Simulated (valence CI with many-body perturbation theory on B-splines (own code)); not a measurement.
Results of a calculation; reference values are marked as such.
**Rh XL in three bases**

Level of theory: valence CI with perturbative core correlation (CI+MBPT): four valence electrons over a frozen Dirac-Fock core [He], a basis of 9 s, 9 p, 8 d, 6 f, 3 g, 1 h functions for each j, with the one-electron correlation potential Σ1, the two-electron term Σ2, the three-electron term Σ3, Breit, model QED; selected CI, second order for the rest, scaled by the run's own slope (own B-spline code, finite nucleus).

No measured spectrum was set against this ion. As an estimate, large intervals hold to a few tenths of a per cent, small ones and those within an open d or f shell to about a per cent. Among the levels kept, up to 1000 cm⁻¹ of a level comes from second order outside the variational space, and about a tenth of that is noise between levels of different J, which matters for small intervals.

The reference run has the lowest level (2s^2 2p1/2^2) J=0 and an ionisation energy of 5950.46 eV. Its largest variational space holds 25977 state functions.

Levels are named by their leading jj configuration (3d3/2^4 stands for four electrons in 3d with j = 3/2), which in mixed levels can hold well under half, so a name can repeat and another be missing. Letters in brackets count levels of one name in rising energy.

Changed runs:
A. basis 6 s, 6 p, 5 d, 3 f, 1 g
B. basis 5 s, 5 p, 4 d, 2 f

Excitation energies of the reference run in cm⁻¹, and shifts in cm⁻¹:

```tsv
Level	Reference	A	B
(2s^2 2p1/2 2p3/2) J=1	1155020	-43	-189
(2s^2 2p1/2 2p3/2) J=2	1262260	+71	+128
(2s 2p1/2^2 2p3/2) J=2	2292410	-107	-376
(2s^2 2p3/2^2) J=2	2493990	+29	-5.1
(2s 2p1/2^2 2p3/2) J=1	2704730	+78	+274
(2s^2 2p3/2^2) J=0	2750220	+80	+281
(2s 2p1/2 2p3/2^2) J=2 [a]	3396960	-101	-369
(2s 2p1/2 2p3/2^2) J=3	3618750	+64	+71
(2s 2p1/2 2p3/2^2) J=0	3848630	+29	+161
(2s 2p1/2 2p3/2^2) J=1 [a]	3934330	+53	+163
(2s 2p1/2 2p3/2^2) J=2 [b]	4013890	+161	+451
(2s 2p1/2 2p3/2^2) J=1 [b]	4056740	+119	+399
Ionisation energy (eV)	5950.46	-0.018	-0.09
```
